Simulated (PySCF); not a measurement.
Computed shifts of a molecule C2H12N2Si2, PBE/pcSseg-1 (PySCF), GIAO, gas phase, atoms alike by connectivity averaged where their shifts nearly agree, in ppm (number of nuclei): ¹³C: 36.7 (1), 0.1 (1). ²⁹Si: -2.7 (1), -62.1 (1). ¹⁵N: 28.5 (1), 9.0 (1). ¹H: 5.06 (1), 5.06 (3), 3.04 (1), 2.48 (1), 0.74 (1), 0.55 (1), 0.49 (3), 0.10 (1). References: ¹³C against TMS (σ = 182.0 ppm); ²⁹Si against TMS (σ = 335.4 ppm); ¹⁵N against NH3 (σ = 267.0 ppm); ¹H against TMS (σ = 31.49 ppm), references at their B3LYP-D3(BJ)/def2-TZVP geometries, non-relativistic. The structure is a stationary point at B3LYP-D3(BJ)/def2-SVP. One conformer was computed; it need not be the lowest.

Problem. Which molecule gave these data?
(A) C[C@H](N[SiH3])[SiH2]N
(B) C[Si@H](CN)N[SiH3]
(C) CN[Si@@H](N)C[SiH3]
(D) NC[SiH2][C@@H](N)[SiH3]

Solution. B, C[Si@H](CN)N[SiH3]
